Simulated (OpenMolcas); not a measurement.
## Pr3+: the spin-orbit constant, worked from levels

* Program: OpenMolcas
* Basis: ANO-RCC-VTZP [8s7p5d3f2g1h]
* Scalar Hamiltonian: DKH2, point nucleus
* Active space: 2 electrons in 12 orbitals (RAS2 4f; RAS3 5d, at most 1 electron)
* State averaging: 2S+1 = 3 even, 21 roots; 2S+1 = 1 even, 28 roots; 2S+1 = 3 odd, 35 roots; 2S+1 = 1 odd, 35 roots
* Spin-orbit coupling: state interaction with AMFI integrals over the reference wave functions, term energies averaged over their components

Methods: RASSCF; SS-RASPT2, IPEA 0.25 Eh, imaginary shift 0.1 Eh (closed shells correlated: 5s 5p). Measured levels: Martin, Zalubas and Hagan, Atomic Energy Levels: The Rare-Earth Elements, NSRDS-NBS 60 (1978).

**The spin-orbit constant.** For the Hund term ³H of f2, E(J) = (A/2) J(J+1) + constant and ζ = 2S·A = 2A. From J = 4 to J = 6 the energy changes by 11 A.

```csv
Source,E(6) - E(4),A,ζ
RASSCF,4680.3,425.5,851
SS-RASPT2,4701.4,427.4,855
measured,4389.1,399.0,798
```

All in cm-1. SS-RASPT2 is off by +7.1 % and RASSCF by +6.6 %. Both methods take the spin-orbit matrix elements from the reference wave functions, so the second can move ζ only through the term energies and any multistate remixing. Second-order mixing with other terms is absorbed into this ζ.

Term energies are means over components that CASPT2 splits; among the terms shown or strongly mixed into the levels shown the widest spread is 89 cm-1 (4f² ³H, SS-RASPT2). Without dynamic correlation excited terms often stand tens of per cent too high (terms of higher spin than the ground term too low), and those without a measured partner can miss by more than the paired ones (holds for RASSCF). Computed and measured levels are paired by configuration, term and J; levels that our copy of the source lacks, or whose pairing is in doubt (as where it misses far off the trend of its configuration), stay unpaired and out of the deviations. Only configurations of the active space appear.
